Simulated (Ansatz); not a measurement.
```yaml
crystal:
  periodic: [false, false, false]
  atoms:
    - {symbol: Cd, position_ang: [0.017069, -4.892541, -2.121319]}
    - {symbol: S, position_ang: [-0.022214, -4.085962, 1.015567]}
    - {symbol: S, position_ang: [-0.007701, -1.841803, -1.911324]}
    - {symbol: Cd, position_ang: [-2.402862, -1.027555, -1.344018]}
    - {symbol: Cd, position_ang: [-0.004909, -1.819396, 2.905433]}
    - {symbol: S, position_ang: [-1.870341, -0.827994, 1.370555]}
    - {symbol: S, position_ang: [-1.910728, 1.666934, -1.232721]}
    - {symbol: Cd, position_ang: [-2.526236, 1.815167, 1.369354]}
    - {symbol: Cd, position_ang: [2.388775, -1.039769, -1.349930]}
    - {symbol: S, position_ang: [1.859252, -0.842642, 1.363997]}
    - {symbol: S, position_ang: [1.913131, 1.659103, -1.232873]}
    - {symbol: Cd, position_ang: [0.006642, 3.542927, -1.029485]}
    - {symbol: Cd, position_ang: [2.529045, 1.800532, 1.368595]}
    - {symbol: S, position_ang: [0.003777, 2.691274, 1.568784]}
    - {symbol: H, position_ang: [-1.671399, -5.044205, -2.204001]}
    - {symbol: H, position_ang: [1.711177, -5.010235, -2.113103]}
    - {symbol: H, position_ang: [-0.997052, -4.888144, 1.530711]}
    - {symbol: H, position_ang: [0.972070, -4.884053, 1.498831]}
    - {symbol: H, position_ang: [-0.007030, -1.509420, -3.232315]}
    - {symbol: H, position_ang: [-3.961128, -1.508130, -1.810231]}
    - {symbol: H, position_ang: [-0.001299, -2.364701, 4.507700]}
    - {symbol: H, position_ang: [-2.995659, -1.319246, 1.959711]}
    - {symbol: H, position_ang: [-2.994499, 2.281950, -1.782000]}
    - {symbol: H, position_ang: [-5.192298, 3.716073, -0.994124]}
    - {symbol: H, position_ang: [-5.004313, 3.471874, -0.289295]}
    - {symbol: H, position_ang: [-3.860879, 2.425614, 2.219395]}
    - {symbol: H, position_ang: [3.942686, -1.525935, -1.824056]}
    - {symbol: H, position_ang: [2.982339, -1.343625, 1.949397]}
    - {symbol: H, position_ang: [2.999700, 2.268265, -1.783093]}
    - {symbol: H, position_ang: [5.206943, 3.691684, -0.996884]}
    - {symbol: H, position_ang: [0.008219, 5.105418, -1.683309]}
    - {symbol: H, position_ang: [3.865321, 2.403272, 2.221575]}
    - {symbol: H, position_ang: [5.017451, 3.448312, -0.292152]}
    - {symbol: H, position_ang: [0.006970, 3.786956, 2.376630]}
basis:
  gaussian: {orbitals: def2-TZVP, fitting: {mean_field: def2-universal-jkfit}}
magnetization: {spin_polarized: true, initial_magnetization: 2}
hamiltonian: {xc: {name: HF}}
correlation: {active_space: {window: {electrons: 2, orbitals: 1}}}
scf: {lower_state_search: full}
```

```sh
$ ansatz run in.yaml --threads 2 --pin off --events-out ev --progress --plain --max-ram 32768MiB --backend cuda --devices 0, --max-vram 18GiB
```

Shortened log:

```
Error: invalid value for `correlation.active_space`: it starts from restricted Hartree–Fock orbitals; set hamiltonian.xc: hf without magnetization.spin_polarized
```

In the def2 sets Cd takes a core potential; there is no spin–orbit coupling.
